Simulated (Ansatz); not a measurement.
Consider the atomization: `NC1=[CH][GaH][O][SiH2]1` → 2 C• + Ga• + 6 H• + N• + O• + Si•.

Program: Ansatz. Geometries: PBE0-D4/def2-TZVP. ΔE: electronic, gas phase. CCSD(T)/CBS adds triple-zeta CCSD(T) − MP2 to the extrapolated MP2 energy (def2 sets, frozen cores). This one scheme is used for every species, atoms too. DFT in def2-TZVPP. Open shells (•) are unrestricted, without spin–orbit coupling. Spin–orbit coupling would lower the free atoms: a little for C, O, Si; clearly for Ga. Bonds to Ga are less sure, by a few kJ/mol each and by 10 to 20 or more in all where they break to atoms, as the def2 sets lack core-valence functions. Scalar relativity is left out up to krypton. One conformer a species, not always the lowest.

`NC1=[CH][GaH][O][SiH2]1`:

```xyz
12

N    -0.299    1.616   -1.120
C     0.033    0.511   -0.408
C     1.247   -0.106   -0.442
Ga    1.287   -1.647    0.687
O    -0.425   -1.608    1.355
Si   -1.232   -0.344    0.731
H     0.398    2.110   -1.652
H    -1.165    2.095   -0.958
H     2.053    0.288   -1.060
H     2.213   -2.791    1.169
H    -1.689    0.626    1.766
H    -2.422   -0.750   -0.069
```

```
           level  ΔE (kcal/mol)
       revPBE-D4         1069.9
         PBE0-D4         1076.9
         ωB97M-V         1077.8
       CAM-B3LYP         1072.7
     HF/def2-SVP          757.7
   CCSD/def2-SVP          991.5
CCSD(T)/def2-SVP         1005.7
   HF/def2-QZVPP          758.5
```

Task: What does CCSD(T)/CBS give? (Estimate.)

Result: The calculation gave: +1077.4 kcal/mol. The listed levels differ from it by -7.5, -0.5, 0.4, -4.7, -319.7, -85.9, -71.7, -318.9 kcal/mol.

Largest T1 diagnostic among the species: 0.014.

At CCSD(T), def2-SVP lies −71.8 kcal/mol from the extrapolated value and def2-TZVPP −29.9 kcal/mol: correlation converges slowly with the basis, and small sets miss more of it in the bonded molecule than in its fragments. The D4 term adds +13.2 kcal/mol with B3LYP and +6.9 kcal/mol with PBE0; it sums over pairs of atoms, weighted by their polarisabilities, and B3LYP, whose exchange is more repulsive, gets the larger term. Leaving LDA and LC-ωPBE aside and taking each functional with its dispersion term where it has one, the values, not all of them listed here, spread over 59.6 kcal/mol, from BHLYP-D4 to PBE-D4. LDA lies +152.0 kcal/mol from PBE without D4, its usual overbinding.

B3LYP here is the variant with VWN-RPA as its local correlation; programs differ in this.

For atomizations the MP2-based limit and the directly extrapolated one differ by several kJ/mol either way, and by 10 to 25 for some Ge, Se and Sn compounds, so smaller differences from it don't rank the levels.
